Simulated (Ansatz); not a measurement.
```yaml
crystal:
  periodic: [false, false, false]
  atoms:
    - {symbol: N, position_ang: [-1.546987, 0.664943, -0.806510]}
    - {symbol: C, position_ang: [-0.585543, 0.080634, -0.262909]}
    - {symbol: Si, position_ang: [1.108522, 0.045324, 0.402626]}
    - {symbol: S, position_ang: [-0.237649, -1.598010, 0.365084]}
    - {symbol: H, position_ang: [-2.361060, 0.065266, -0.945087]}
    - {symbol: H, position_ang: [2.271598, 0.010310, -0.510363]}
    - {symbol: H, position_ang: [1.412320, 0.663532, 1.711459]}
basis:
  gaussian: {orbitals: aug-pcseg-2, point_charges: [{charge: 2.00, position_ang: [5.800, 0.861, 0.306]}]}
magnetization: {spin_polarized: true, initial_magnetization: 1}
hamiltonian: {xc: {name: PBEsol}, pseudopotentials: {relativity: scalar}}
output: {forces: true}
```

```sh
$ ansatz run in.yaml --threads 2 --pin off --events-out ev --progress --plain --max-ram 4352MiB
```

Shortened log:

```
Error: a molecule whose nuclei and cores have a total charge of 46 cannot have a net charge of 0 together with 1 unpaired electrons
```

In this input the number of unpaired electrons doesn't fit the electron count. The input was rejected before any iteration.
